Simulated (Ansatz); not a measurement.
One change: `C=NC(F)O[SiH3]` becomes `FC([SiH3])O[SiH3]`.

Ansatz, PBE0-D4/def2-TZVP geometries, multiplicity 1. Each molecule was computed in one conformer, which needn't be the lowest.

| property | `C=NC(F)O[SiH3]` |
| --- | --- |
| size of the dipole moment (ωB97M-V/def2-TZVPP) / D | 2.17 |
| HOMO energy (PBE0/def2-TZVPP) / eV | -8.26 |
| size of the dipole moment (PBE/def2-TZVPP) / D | 1.98 |
| LUMO energy (PBE0/def2-TZVPP) / eV | -1.24 |
| HOMO–LUMO gap (B3LYP/def2-TZVPP) / eV | 6.54 |
| HOMO–LUMO gap (ωB97M-V/def2-TZVPP) / eV | 11.57 |

Problem. Give the same properties after the change, and the shifts. (Estimate.)

Solution. Computed: 
| property | `FC([SiH3])O[SiH3]` | shift |
| --- | --- | --- |
| size of the dipole moment (ωB97M-V/def2-TZVPP) / D | 1.22 | -0.95 |
| HOMO energy (PBE0/def2-TZVPP) / eV | -8.26 | 0.00 |
| size of the dipole moment (PBE/def2-TZVPP) / D | 1.13 | -0.85 |
| LUMO energy (PBE0/def2-TZVPP) / eV | 0.04 | 1.28 |
| HOMO–LUMO gap (B3LYP/def2-TZVPP) / eV | 7.89 | 1.35 |
| HOMO–LUMO gap (ωB97M-V/def2-TZVPP) / eV | 12.30 | 0.73 |

Dipoles are sizes alone; their direction can turn.

B3LYP here is the variant with VWN-RPA as its local correlation; programs differ in this.
